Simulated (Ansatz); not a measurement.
C$_{4}$H$_{11}$Al (`C[CH2][AlH][CH2]C`). The species carries charge 0 and has multiplicity 1.

```xyz
16

C    -0.347    2.002    0.215
C     0.730    1.329    1.063
Al    0.992   -0.612    0.929
C     0.073   -1.823   -0.313
C    -0.878   -1.247   -1.360
H    -0.180    1.846   -0.854
H    -0.387    3.084    0.380
H    -1.343    1.608    0.436
H     0.564    1.545    2.128
H     1.710    1.783    0.857
H     2.055   -1.269    1.925
H    -0.457   -2.556    0.314
H     0.857   -2.419   -0.800
H    -0.366   -0.554   -2.033
H    -1.327   -2.026   -1.984
H    -1.698   -0.689   -0.902
```

(1) What are the harmonic wavenumbers in cm⁻¹ at PBE0-D4/def2-TZVP (Ansatz, finite differences of forces, unscaled)? (An estimate is asked.)

(2) Is this a minimum?

(3) Give the ideal-gas thermochemistry at 298.15 K and 1 bar (rigid rotor, harmonic oscillator; point group C2, symmetry number 2).

Answers

(1) Ansatz gave: 23, 68, 109, 177, 189, 223, 373, 377, 500, 516, 570, 642, 721, 908, 937, 964, 966, 1044, 1048, 1223, 1227, 1248, 1255, 1405, 1411, 1430, 1432, 1481, 1496, 1499, 1506, 1879, 3004, 3005, 3034, 3036, 3036, 3037, 3093, 3097, 3109, 3112.

(2) Yes, all 42 modes are real.

(3) Zero-point energy 355.3 kJ/mol; H(298) − E = 381.0 kJ/mol; entropy 380.6 J/(mol·K), of which translation 164.4, rotation 108.1, vibration 108.1; G(298) − E = 267.5 kJ/mol. Modes under 100 cm⁻¹ are hindered rotations or soft bends, so the harmonic entropy is rough.
